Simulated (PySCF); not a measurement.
## Basis-set dependence of ZnCl⁺ at PBE0

PySCF, UKS reference; singlet, unpaired electrons none; De to Zn⁺ + Cl without counterpoise correction.

```
                 basis                           relativity  functions  Re (Å)  ωe (cm⁻¹)  De (eV)  μ (D)
            x2c-SVPall                        spin-free X2C         54   2.068        456     2.52  -5.33
cc-pVDZ-PP/cc-pV(D+d)Z  scalar-relativistic core potentials         61   2.036        478     2.63  -5.42
           def2-TZVPPD                        no relativity        118   2.053        467     2.58  -5.34
```

(1) How does each smaller set differ from the one with most functions, def2-TZVPPD?

A positive dipole points towards Cl; it is taken about the centre of mass and depends on that origin. For an ion De counts to the pair picked by the measured ionisation energies or electron affinities, which need not be the lowest pair at this level.

Results:

(1) x2c-SVPall: +1.5 pm, -2.4 % in ωe, -0.06 eV in De; cc-pVDZ-PP/cc-pV(D+d)Z: -1.7 pm, +2.4 % in ωe, +0.05 eV in De. All at PBE0; the set with most functions is neither the basis-set limit nor always the best. The rows treat relativity differently, so the differences are not basis effects alone.
